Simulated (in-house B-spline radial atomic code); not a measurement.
# BLYP excitations of the rubidium ion Rb⁺

Method: BLYP. Computed with a B-spline radial code for spherical atoms: linear response of the closed shell [Ar] 3d10 4s2 4p6 with the functional's adiabatic kernel; scalar-relativistic (spin-free one-electron X2C), finite nucleus, no spin-orbit coupling, no double excitations, S, P, D and F terms only; shells from n = 2 respond. Only terms of natural parity with L up to 3 were computed.

Command:
```bash
python run_td.py task.json out
```
Settings (radii: box in bohr, nucleus in fm):
```
Z                        37
electrons                36
configuration            [Ar] 3d10 4s2 4p6
hamiltonian              x2c
method                   b88,lyp
box_radius               41.61
rms_radius               4.2036
intervals                75
```

Run time, properties included: 2.9 s on 1 thread of Arm Neoverse N1, on a shared host.

The lowest states, in the order of their Tamm-Dancoff energies; the method's threshold (minus the highest occupied level) is 21.471 eV. Labels give the largest channel, * marks a mixed state, and oscillator strengths are full-response dipole values. Semilocal kernels can invert the small singlet-triplet splittings of Rydberg terms. Energies in eV:

```json
{"state": "4p → 5s 3P", "full response": "15.064", "Tamm-Dancoff": "15.070", "oscillator strength": "-"}
{"state": "4p → 5s 1P", "full response": "15.351", "Tamm-Dancoff": "15.362", "oscillator strength": "0.372"}
{"state": "4p → 4d 3P", "full response": "16.907", "Tamm-Dancoff": "16.942", "oscillator strength": "-"}
{"state": "4p → 4d 3F", "full response": "16.966", "Tamm-Dancoff": "17.013", "oscillator strength": "-"}
{"state": "4p → 5p 3S", "full response": "17.489", "Tamm-Dancoff": "17.496", "oscillator strength": "-"}
{"state": "4p → 5p 3D", "full response": "17.554", "Tamm-Dancoff": "17.558", "oscillator strength": "-"}
{"state": "4p → 5p 1D", "full response": "?", "Tamm-Dancoff": "?", "oscillator strength": "-"}
{"state": "4p → 4d 1F", "full response": "?", "Tamm-Dancoff": "?", "oscillator strength": "-"}
{"state": "4p → 5p 1S", "full response": "18.302", "Tamm-Dancoff": "18.365", "oscillator strength": "-"}
{"state": "4p → 4d 1P", "full response": "18.984", "Tamm-Dancoff": "19.082", "oscillator strength": "1.08"}
{"state": "4p → 6s 3P", "full response": "19.368", "Tamm-Dancoff": "19.369", "oscillator strength": "-"}
{"state": "4p → 6s 1P", "full response": "19.426", "Tamm-Dancoff": "19.429", "oscillator strength": "0.117"}
{"state": "4p → 6p 3S", "full response": "19.964", "Tamm-Dancoff": "19.965", "oscillator strength": "-"}
{"state": "4p → 6p 3D", "full response": "19.978", "Tamm-Dancoff": "19.979", "oscillator strength": "-"}
{"state": "4p → 5d 3P", "full response": "20.002", "Tamm-Dancoff": "20.005", "oscillator strength": "-"}
{"state": "4p → 6p 1D", "full response": "20.005", "Tamm-Dancoff": "20.005", "oscillator strength": "-"}
```

Where does 4p → 4d 1F lie?

At 17.693 eV in full response, 17.698 eV in Tamm-Dancoff.

Where does 4p → 5p 1D lie?

At 17.651 eV in full response, 17.654 eV in Tamm-Dancoff.

How large is the singlet-triplet splitting of 4p → 5s (P terms) in Tamm-Dancoff?

0.292 eV, from the unrounded values.

What polarisabilities and dispersion coefficient does the method give?

Dipole 9.579 bohr³, quadrupole 39.76 bohr⁵, C6 58.52 hartree·bohr⁶ for two such species.
